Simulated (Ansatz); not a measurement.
`[OH][W]([F])([Cl])([Cl])([Cl])[Cl]`. The species carries charge 0 and has multiplicity 1. W: def2 effective core potential.

```xyz
8

O     0.591    0.182    1.484
W    -0.176    0.036   -0.200
F     1.316   -1.037   -0.567
Cl   -1.923    1.352    0.388
Cl   -0.843   -0.348   -2.357
Cl    0.979    1.869   -0.966
Cl   -1.351   -1.839    0.415
H     1.408   -0.215    1.803
```

What are the harmonic wavenumbers in cm⁻¹ at PBE0-D4/def2-TZVP (Ansatz, finite differences of forces, unscaled)? (Best estimate.)

Ansatz gave: 89, 95, 99, 165, 168, 189, 215, 227, 296, 339, 368, 373, 409, 410, 575, 631, 748, 3857.

Is this a minimum?

Yes, all 18 modes are real.

Give the ideal-gas thermochemistry at 298.15 K and 1 bar (rigid rotor, harmonic oscillator; point group Cs, symmetry number 1).

Zero-point energy 55.3 kJ/mol; H(298) − E = 85.2 kJ/mol; entropy 434.0 J/(mol·K), of which translation 182.3, rotation 127.7, vibration 124.0; G(298) − E = -44.2 kJ/mol. Modes under 100 cm⁻¹ are hindered rotations or soft bends, so the harmonic entropy is rough.
